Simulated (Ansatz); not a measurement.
`COBB(F)Cl`. Charge 0, multiplicity 1.

Z-matrix (Å, degrees):
```
C
O 1 1.416
H 1 1.093 2 111.0
H 1 1.091 2 108.7 3 -120.8
H 1 1.091 2 108.7 3 120.8
B 2 1.341 1 122.5 3 -0.6
B 6 1.702 2 118.7 1 -178.3
H 6 1.208 2 119.3 1 0.3
F 7 1.319 6 124.0 2 -89.7
Cl 7 1.764 6 119.7 2 92.4
```

Question: Give the diagnostics of a CCSD(T)/def2-TZVPP run (frozen core, the Gaussian-basis code of Ansatz). (Estimate.)

Answer: The calculation gave: T1 = 0.0141, largest single amplitude 0.038, largest double 0.020, (T) share of the correlation energy 3.6 %, 10 CCSD cycles. The RHF solution is stable towards an unrestricted one. T1 lies under the customary mark of 0.02 for closed shells.
